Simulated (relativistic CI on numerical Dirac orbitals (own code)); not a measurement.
**Radial parameters of Eu2+**

These numbers are calculated, not measured: Dirac-Coulomb-Breit CI, separate exchange-only KLI orbitals for each configuration, model QED, valence Slater integrals scaled by 0.85, P86 correlation energy added to each configuration (own radial code, finite nucleus).

Slater integrals F^k, G^k are unscaled and averaged over j, outside the closed core [Xe]; ζ comes from projecting the Hamiltonian with its Breit term on Σ l·s of the shell.

- 4f7: F^2(4f,4f) = 100290, F^4(4f,4f) = 62291, F^6(4f,4f) = 44640, ζ(4f) = 1226.8 cm⁻¹; <r>(4f) = 0.9494, <r^2>(4f) = 1.21 (bohr units).
- 4f6 6s: F^2(4f,4f) = 109010, F^4(4f,4f) = 68134, F^6(4f,4f) = 48944, ζ(4f) = 1329.8, G^3(4f,6s) = 3031.6 cm⁻¹; <r>(4f) = 0.8813, <r^2>(4f) = 1.007, <r>(6s) = 3.463, <r^2>(6s) = 13.39 (bohr units).
- 4f5 6s2: F^2(4f,4f) = 116970, F^4(4f,4f) = 73510, F^6(4f,4f) = 52919, ζ(4f) = 1434 cm⁻¹; <r>(4f) = 0.8285, <r^2>(4f) = 0.8663 (bohr units).

Correlation outside the listed configurations is missing or only estimated: errors of thousands of cm⁻¹ between configurations and terms are usual at this charge. Rates and lifetimes follow the computed energies and can be off by large factors. The fine structure of a lone outer electron comes out too small, for d and f at times inverted, and misplaced configurations move strength between like terms. 17 of the 51 excited levels that our extract of the measured tables holds in this range could be paired (the sources list more); they are missed by 8852 cm⁻¹ on average and 11542 at most, and levels without a partner can miss by more. Some levels of the ground configuration have no partner and can miss by 10 % or more.

Averages of the first 4 configurations, taken without configuration mixing, which lowers the lowest level and can move excited configurations by several eV; other configurations of the list can lie among them:

```
Configuration  Parity  States  Average energy above the lowest level (eV)
          4f7     odd    3432                                         9.7
       4f6 6s    even    6006                                        12.4
      4f5 6s2     odd    2002                                        23.7
       4f6 7s    even    6006                                        21.4
```
